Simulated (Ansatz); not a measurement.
A nudged elastic band was laid between two geometries of CH₈FNOSi₂ (14 atoms, charge 0, multiplicity 1).

The calculation used Ansatz 0.2.0, RKS BHLYP/6-31G*.

* movable images: 9
* climbing image: yes
* spring: 5.0 eV/Å²
* optimiser: quadratic models (default)
* start path: through a guess of the saddle point
* force threshold: 0.05 eV/Å
* iteration limit: 60
* end points: relaxed

Image 0:

```xyz
14
Properties=species:S:1:pos:R:3
N -2.657 -0.512 -0.187
Si -1.250 0.446 -0.441
C 0.272 -0.432 0.245
F 0.252 -0.298 1.664
Si 1.970 0.231 -0.263
O 3.032 -0.247 0.903
H -3.450 -0.395 -0.790
H -2.950 -0.736 0.747
H -1.093 0.599 -1.902
H -1.269 1.789 0.180
H 0.208 -1.499 0.037
H 2.392 -0.338 -1.555
H 1.899 1.702 -0.379
H 2.630 -0.339 1.768
```

Image 10:

```xyz
14
Properties=species:S:1:pos:R:3
N -2.786 -0.255 -0.143
Si -1.264 0.462 -0.482
C 0.264 -0.438 0.182
F 0.212 -0.381 1.605
Si 1.969 0.266 -0.236
O 3.028 -0.342 0.873
H -3.084 -1.091 -0.610
H -3.180 -0.191 0.777
H -1.096 0.520 -1.950
H -1.262 1.806 0.120
H 0.231 -1.496 -0.083
H 2.408 -0.162 -1.576
H 1.901 1.741 -0.188
H 2.644 -0.468 1.741
```

(1) Which bonds break or form, and what moves?

(2) Give the energies along the band, and the barrier.

(3) What is the geometry of the highest image?

(4) What are the harmonic wavenumbers there?

Answers

(1) No bond is made or broken. The height of N1 over the plane of its neighbours goes from -0.21 to 0.18 Å.

(2) The run converged. The highest image is number 6 of 0 to 10, 0.8 kJ/mol above the first end and 2.1 kJ/mol above the last; the last end lies 1.3 kJ/mol below the first. A vibrational analysis at the climbing image gives one clearly imaginary mode, 154i cm⁻¹: a first-order saddle point.

| image | path coordinate (Å) | energy (kJ/mol) | height of N1 over the plane of its neighbours (Å) |
| --- | --- | --- | --- |
| 0 | 0.00 | 0.0 | -0.21 |
| 1 | 0.19 | 0.0 | -0.21 |
| 2 | 0.38 | 0.2 | -0.21 |
| 3 | 0.57 | 0.3 | -0.22 |
| 4 | 0.76 | 0.5 | -0.21 |
| 5 | 0.95 | 0.7 | -0.17 |
| 6 | 1.14 | 0.8 | -0.11 |
| 7 | 1.34 | 0.4 | 0.05 |
| 8 | 1.53 | -0.6 | 0.14 |
| 9 | 1.73 | -1.2 | 0.17 |
| 10 | 1.93 | -1.3 | 0.18 |

(3) 
```xyz
14
Properties=species:S:1:pos:R:3
N -2.712 -0.426 -0.118
Si -1.269 0.421 -0.485
C 0.267 -0.414 0.235
F 0.193 -0.268 1.653
Si 1.969 0.270 -0.205
O 3.086 -0.406 0.801
H -3.357 -0.716 -0.828
H -3.126 -0.434 0.794
H -1.143 0.426 -1.958
H -1.261 1.804 0.034
H 0.230 -1.485 0.035
H 2.345 -0.096 -1.582
H 1.927 1.740 -0.071
H 2.838 -0.444 1.724
```

(4) 154i, 9i, 50, 96, 154, 223, 260, 273, 288, 326, 545, 576, 692, 733, 797, 846, 878, 888, 925, 937, 950, 976, 990, 1019, 1029, 1151, 1341, 1679, 2316, 2320, 2331, 2352, 3148, 3718, 3815, 3966 cm⁻¹.

The run took 120 s on 2 threads of AMD EPYC 9R45 (Zen 5) (shared host), peak memory 0.3 GiB.
